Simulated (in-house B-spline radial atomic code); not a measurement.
## Response and correlation of S⁶⁺

Closed shell [He] 2s2 2p6. Computed with an all-electron radial atomic-structure program (B-spline basis): Dirac-Hartree-Fock, relativistic RPA (time-dependent Dirac-Hartree-Fock) for the response and second-order many-body perturbation theory for correlation, no-pair Dirac-Coulomb Hamiltonian, finite nucleus.

```tsv
multipole (bohr³, bohr⁵, bohr⁷)	uncoupled	coupled RPA
dipole	0.069085	0.072051
quadrupole	0.026576	?
octupole	0.017759	0.019694
```

(1) What is the coupled quadrupole polarisability?

(2) Which subshells carry the dipole polarisability?

(3) What does the dipole shielding factor come to?

Dipole polarisability at imaginary frequency:

```tsv
u (Eh)	α(iu) (bohr³)
0	0.07205
0.37	0.07192
0.926	0.07124
1.85	0.06894
2.78	0.06545
3.7	0.06124
5.56	0.05196
7.41	0.04326
9.26	0.03588
13	0.02501
18.5	0.01572
27.8	0.008416
37	0.005211
55.6	0.002535
92.6	0.0009925
185	0.0002691
```

(4) What dispersion coefficients follow for two such ions (the dispersion part alone)?

Lowest J = 1 odd-parity excitations:

```json
{"energy (eV)": "171.81", "oscillator strength": "0.0377", "leading channel": "2p3/2 → s1/2", "weight": "0.719"}
{"energy (eV)": "173.55", "oscillator strength": "0.21", "leading channel": "2p1/2 → s1/2", "weight": "0.719"}
{"energy (eV)": "202.74", "oscillator strength": "0.00361", "leading channel": "2p3/2 → d3/2", "weight": "0.624"}
{"energy (eV)": "205.51", "oscillator strength": "0.0977", "leading channel": "2p3/2 → d3/2", "weight": "0.35"}
{"energy (eV)": "207.92", "oscillator strength": "1.53", "leading channel": "2p1/2 → d3/2", "weight": "0.57"}
{"energy (eV)": "227.17", "oscillator strength": "0.0218", "leading channel": "2p3/2 → s1/2", "weight": "0.956"}
{"energy (eV)": "228.43", "oscillator strength": "0.026", "leading channel": "2p1/2 → s1/2", "weight": "0.955"}
{"energy (eV)": "238.36", "oscillator strength": "0.00334", "leading channel": "2p3/2 → d3/2", "weight": "0.7"}
```

Second-order correlation energy by the highest angular momentum of the excited pair (hartree): s -0.01875, p -0.1406, d -0.1578, f -0.04475, g -0.01758, h -0.006717, i -0.00311, k -0.001628.

(5) What is the second-order correlation energy at the partial-wave limit?

Answers

(1) 0.029604 atomic units, +11 % against the uncoupled value.

(2) 2p3/2 60.5 %, 2p1/2 29.7 %, 2s1/2 9.7 %.

(3) The dipole shielding factor is 0.625, against the exact N/Z = 10/16 = 0.625 of the non-relativistic theorem.

(4) C6 = (3/π)∫α(iu)²du = 0.03627 hartree·bohr⁶ and C8 = 0.07759 hartree·bohr⁸.

(5) The listed waves sum to -0.39093 hartree; extrapolating the increments as (l + 1/2)⁻⁴ gives -0.39426 hartree, -1.07 eV per electron.
